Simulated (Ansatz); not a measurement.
Ansatz (an electronic-structure program) input:

Ansatz 0.2 input:
```yaml
crystal:
  periodic: [false, false, false]
  atoms:
    - {symbol: F, position_ang: [-0.76259456, 1.64911822, -0.49284179]}
    - {symbol: C, position_ang: [-0.68044371, 0.76889691, 0.52664285]}
    - {symbol: Cl, position_ang: [-2.01199820, -0.57034222, 0.01137395]}
    - {symbol: Br, position_ang: [1.28999951, -0.27884651, 0.03092463]}
basis:
  gaussian:
    orbitals: def2-SVPD
total_charge: -1
magnetization: {spin_polarized: false}
correlation: {method: ccsd_t, electrons: outside_noble_gas}
output: {forces: true}
```

Problem. Which total energy does the run end on?

Solution. -3169.30087 Eh (CCSD(T)/def2-SVPD). The basis has 111 functions. The run takes around 70 core-seconds (rough).

It need not be the lowest isomer of its formula. Whether it binds its extra electron was not tested at this geometry.
